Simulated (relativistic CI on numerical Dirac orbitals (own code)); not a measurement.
# Ru³⁺: resonant inelastic scattering at the M2,3 edge

Computed with this model: Dirac-Coulomb-Breit CI, separate exchange-only KLI orbitals for each configuration, QED by a radiative potential, valence Slater integrals scaled by 0.8, Kramers-Heisenberg scattering through one core-hole configuration in a parametric crystal field; configurations [Kr] 4d5 → [Ne] 3s2 3p5 3d10 4s2 4p6 4d6; 300 K; core-hole width 1.2 eV; summed over polarisations. Incident energies are the highest absorption maxima for each field (at most a few, so the weaker spin-orbit partner edge can be absent), on the computed scale of the free ion. Intensities are in per cent of the strongest line above 0.02 eV; levels within 1 cm⁻¹ are merged; final levels count from the ground level, the first row holds all elastic scattering, lines under 0.4 are left out and each table stops after 24 rows. The scale of the Slater integrals is a model choice and moves the terms in proportion.

Field parameters in Wybourne normalisation: Oh B⁴₀ = 21Dq, B⁴₄ = √(5/14) B⁴₀. The field is a parameter set, without covalency.

S is read from ⟨S²⟩ = S(S + 1).

Oh, 10Dq = 6000 cm⁻¹:

```
Final level (eV)  Degeneracy  Irrep     S  467.3 eV  490 eV
           0.000           6  Γ7+Γ8  2.49    3616.2   451.6
           2.118           2     Γ7  1.43      49.1    15.3
           2.169           4     Γ8  1.49     100.0    37.9
           2.193           4     Γ8  1.49      38.6     7.1
           2.228           2     Γ6  1.50      19.2     7.1
           2.477           2     Γ7  1.46       4.6     8.3
           2.515           4     Γ8  1.47      22.5    29.5
           2.571           2     Γ6  1.49       8.0     6.7
           2.581           4     Γ8  1.49      15.9     8.9
           2.679           4     Γ8  1.46      13.6     5.9
           2.691           2     Γ7  1.48       8.0     4.8
           2.710           2     Γ6  1.49      10.2     5.5
           2.710           4     Γ8  1.49      24.0    16.6
           2.919           2     Γ7  0.67       1.0     0.5
           3.066           4     Γ8  1.48      82.1    28.0
           3.069           4     Γ8  0.73      17.6    13.1
           3.100           2     Γ6  1.49      43.6    34.8
           3.202           4     Γ8  1.41      95.0    69.6
           3.221           2     Γ7  1.41      58.2    52.9
           3.275           2     Γ7  1.46      31.2    25.7
           3.287           4     Γ8  1.46      56.1    44.9
           3.336           2     Γ6  1.48      18.7    18.0
           3.432           4     Γ8  0.59       2.2     1.8
           3.514           2     Γ7  0.69       6.8     4.6
```

Oh, 10Dq = 13500 cm⁻¹:

| Final level (eV) | Degeneracy | Irrep | S | 466.6 eV | 468 eV | 489.5 eV |
| --- | --- | --- | --- | --- | --- | --- |
| 0.000 | 2 | Γ7 | 2.48 | 3926.4 | 2375.8 | 398.5 |
| 0.001 | 4 | Γ8 | 2.48 | 103.0 | 47.3 | 31.6 |
| 0.974 | 2 | Γ7 | 0.90 | 57.9 | 14.3 | 17.1 |
| 1.204 | 4 | Γ8 | 1.14 | 100.0 | 29.1 | 43.0 |
| 1.332 | 4 | Γ8 | 1.50 | 83.5 | 22.6 | 31.0 |
| 1.372 | 2 | Γ6 | 1.50 | 15.4 | 4.2 | 15.6 |
| 1.477 | 4 | Γ8 | 1.09 | 72.3 | 23.0 | 33.0 |
| 1.480 | 2 | Γ7 | 1.29 | 49.5 | 11.6 | 15.6 |
| 1.912 | 2 | Γ7 | 1.46 | 18.0 | 24.6 | 20.6 |
| 1.915 | 2 | Γ6 | 1.49 | 15.5 | 32.0 | 37.8 |
| 1.922 | 4 | Γ8 | 1.49 | 42.9 | 58.3 | 61.3 |
| 1.936 | 4 | Γ8 | 1.45 | 50.3 | 69.0 | 62.0 |
| 2.473 | 4 | Γ8 | 0.87 | 16.6 | 13.2 | 6.0 |
| 2.571 | 2 | Γ7 | 0.79 | 21.8 | 8.2 | 17.0 |
| 2.607 | 2 | Γ6 | 1.01 | 7.4 | 6.4 | 4.3 |
| 2.621 | 2 | Γ7 | 1.08 | 13.2 | 8.5 | 7.9 |
| 2.683 | 4 | Γ8 | 1.31 | 42.9 | 22.1 | 22.3 |
| 2.806 | 4 | Γ8 | 1.21 | 18.8 | 11.4 | 5.5 |
| 2.826 | 2 | Γ6 | 1.16 | 18.0 | 7.8 | 9.3 |
| 2.892 | 4 | Γ8 | 0.90 | 7.6 | 10.1 | 4.9 |
| 2.921 | 2 | Γ7 | 0.98 | 4.1 | 6.5 | 2.6 |
| 2.923 | 4 | Γ8 | 1.17 | 51.2 | 35.7 | 28.5 |
| 2.989 | 2 | Γ6 | 1.45 | 43.9 | 28.2 | 29.1 |
| 3.063 | 4 | Γ8 | 1.32 | 95.8 | 47.9 | 67.7 |

For the first field the strongest loss at the lowest incident energy is the level at 2.17 eV (S = 1.49, against 2.49 in the thermal ground state). Levels of other spin, the first over 8 % at 2.12 eV, appear because spin-orbit coupling of the core hole, and in heavier ions of the valence shell too, mixes spins.
